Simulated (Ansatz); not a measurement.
`[OH][Al]([F])[O][SiH3]`. Charge 0, multiplicity 1.

```xyz
9

O     1.4739    2.1498    1.0469
Al    0.3381    1.5106   -0.0123
F    -0.3916    2.5511   -1.0458
O    -0.0625   -0.1093   -0.0470
Si   -0.6839   -1.5841   -0.3406
H     1.9479    1.6183    1.6839
H    -2.1691   -1.5251   -0.3535
H    -0.2052   -2.0858   -1.6553
H    -0.2476   -2.5255    0.7236
```

(1) What are the harmonic wavenumbers in cm⁻¹ at PBE0-D4/def2-TZVP (Ansatz, finite differences of forces, unscaled)? (An estimate is asked.)

Answers

(1) Ansatz gave: 9, 38, 71, 218, 251, 296, 352, 508, 644, 734, 735, 823, 952, 958, 958, 991, 1161, 2223, 2224, 2226, 3967.
